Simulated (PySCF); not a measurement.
Isomers of C6H14SSi2, one GFN2-xTB conformer each. Single-point energies are computed at PBE0/pcSseg-1 (PySCF, gas phase, no added dispersion term), electronic only.

Question: Rank them by PBE0/pcSseg-1 energy, lowest first (kJ/mol).
A. `[CH3:1][C@:2]1([SH:3])[C@H:4]2[CH2:5][C@:6]1([CH3:7])[SiH2:8][SiH2:9]2` with C1–C2–S3–H -64°
B. `[CH3:1][CH2:2][S:3][SiH2:4][CH2:5][CH2:6][C:7]#[C:8][SiH3:9]` with C1–C2–S3–Si4 72°, C2–S3–Si4–C5 165°, S3–Si4–C5–C6 54°, Si4–C5–C6–C7 180°

Answer: A (0.0), B (19.7).

As drawn, the lower has a four-membered ring, an S–H bond and an Si–Si bond, which the higher lacks; the higher has a C≡C bond, which the lower lacks. GFN2-xTB itself gives, in the same order: 0.0, 15.0. Both levels put the same isomer lowest.

Q: Which frontier levels, dipoles and rotational constants go with these structures?

A: 
```json
{"SMILES": "C[C@]1(S)[C@H]2C[C@]1(C)[SiH2][SiH2]2", "HOMO (eV, PBE0/pcSseg-1)": "-6.71", "LUMO (eV)": "0.14", "dipole (D)": "1.13", "A, B, C (MHz)": "1531, 895.3, 761.7"}
{"SMILES": "CCS[SiH2]CCC#C[SiH3]", "HOMO (eV, PBE0/pcSseg-1)": "-6.87", "LUMO (eV)": "0.01", "dipole (D)": "2.28", "A, B, C (MHz)": "3758, 248.7, 241.8"}
```
